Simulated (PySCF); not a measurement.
C15H17BO: Computed beside measured shifts

System: C15H17BO (measured compound), SMILES CC(C)OB(c1ccccc1)c1ccccc1.

Atom-mapped SMILES (hydrogens are numbered by the atom that bears them): [CH3:1][CH:2]([CH3:3])[O:4][B:5]([c:6]1[cH:7][cH:8][cH:9][cH:10][cH:11]1)[c:12]1[cH:13][cH:14][cH:15][cH:16][cH:17]1

Level of theory: GIAO PBE0/pcSseg-2, gas phase, PySCF SCF with an in-house response code, fitting set def2-universal-JFIT up to Ne and JKFIT beyond, grid level 2, non-relativistic, geometry: PBE0-D3(BJ)/def2-SVP.

One optimised conformer. Values are averaged over the atoms that symmetry or fast rotation interchanges, on this one geometry and without vibrational averaging. Shifts are the reference shielding less the shielding here, at the same level (11B against isolated BF3·OEt2; 13C, 1H against isolated TMS; 17O against isolated H2O); nuclei without a reference have shieldings only.

(1) What shifts does this level give for B5, and how do they compare with measurement?

Answers

(1) 
```csv
atom,nucleus,computed / ppm,measured / ppm,computed less measured,measured against,medium of the measurement
B5,11B,43.3,44.8,-1.5,BF3.OEt2,CDCl3
```

Measured values: H. S. Rzepa et al., J. Org. Chem. 2018, An accessible method for DFT calculation of 11B NMR shifts.
